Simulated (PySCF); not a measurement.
**Assignment exercise: C10H16**

Mapped SMILES: `[CH2:1]1[CH2:2][C@@H:3]2[C@@H:4]3[CH2:5][CH2:6][C@@H:7]([CH2:8]3)[C@@H:9]2[CH2:10]1`; H(Xn) means a hydrogen on atom n. Ha(C5), Ha(C6), Ha(C8) are cis to C3 on the ring; Ha(C1), Ha(C2), Ha(C10) are cis to C4 on the ring; Hb(C5), Hb(C6), Hb(C8) are trans to C3 on the ring; Hb(C1), Hb(C2), Hb(C10) are trans to C4 on the ring.

PySCF calculation with σ from GIAO-PBE0/pcSseg-1 and coordinates at the GFN2-xTB level; equivalent nuclei averaged, one computed conformer, non-relativistic Hamiltonian, isolated molecule.

Scale: TMS for ¹³C and ¹H (reference shieldings calculated alike).

Problem. Assign these signals to the numbered atoms. ¹³C{¹H} NMR (computed): δ 48.6 (CH), 45.9 (CH), 44.9 (CH2), 30.6 (CH2), 30.5 (CH2), 25.5 (CH2).

Solution. 
```tsv
δ (ppm)	atoms	environment	reason
48.6	C3/C9	sp3 CH in a ring	saturated and bonded to C and H only
45.9	C4/C7	sp3 CH in a ring	–
44.9	C8	sp3 CH2 in a ring	a saturated carbon with 2 carbon neighbours and no heteroatom attached
30.6	C2/C10	sp3 CH2 in a ring	–
30.5	C1	sp3 CH2 in a ring	–
25.5	C5/C6	sp3 CH2 in a ring	–
```

C4/C7 and C8; C2/C10 and C1 lie closer than the usual error of such a calculation, so a measured spectrum could show them in the other order.

Problem. Assign these signals to the numbered atoms. ¹H NMR (400 MHz, computed): δ 2.43 (m, 2H), 2.01 (m, 2H), 1.66 (m, 1H), 1.66 (m, 2H), 1.64 (m, 2H), 1.48 (m, 1H), 1.44 (m, 1H), 1.42 (m, 2H), 1.39 (m, 2H), 1.23 (m, 1H).

Solution. 
| δ (ppm) | atoms | environment | reason |
| --- | --- | --- | --- |
| 2.43 | H(C3)/H(C9) | hydrogen on an sp3 CH in a ring | – |
| 2.01 | H(C4)/H(C7) | hydrogen on an sp3 CH in a ring | – |
| 1.66 | Hb(C1) | hydrogen on an sp3 CH2 in a ring | far from electronegative atoms and π systems |
| 1.66 | Ha(C2)/Ha(C10) | hydrogen on an sp3 CH2 in a ring | – |
| 1.64 | Hb(C2)/Hb(C10) | hydrogen on an sp3 CH2 in a ring | – |
| 1.48 | Ha(C1) | hydrogen on an sp3 CH2 in a ring | – |
| 1.44 | Ha(C8) | hydrogen on an sp3 CH2 in a ring | – |
| 1.42 | Ha(C5)/Ha(C6) | hydrogen on an sp3 CH2 in a ring | – |
| 1.39 | Hb(C5)/Hb(C6) | hydrogen on an sp3 CH2 in a ring | – |
| 1.23 | Hb(C8) | hydrogen on an sp3 CH2 in a ring | – |

Hb(C1) and Ha(C2)/Ha(C10); Ha(C2)/Ha(C10) and Hb(C2)/Hb(C10); Ha(C1) and Ha(C8); Ha(C8) and Ha(C5)/Ha(C6); Ha(C5)/Ha(C6) and Hb(C5)/Hb(C6) lie closer than the usual error of such a calculation, so a measured spectrum could show them in the other order.

Shifts are as computed. Against solution values, carbons near 30 ppm lie about +3 ppm off and those near 130 ppm about +5 ppm. Of 1211 compounds with measured shifts, 218 miss one by over three times the rms of a fit or turn the order of signals round; such compounds aren't used in these exercises. No couplings were computed; multiplicities are counted from neighbouring protons, with m where these are inequivalent, close in shift, in a saturated or five-membered ring or joined by F or P, and br s for small geminal =CH2 splittings.
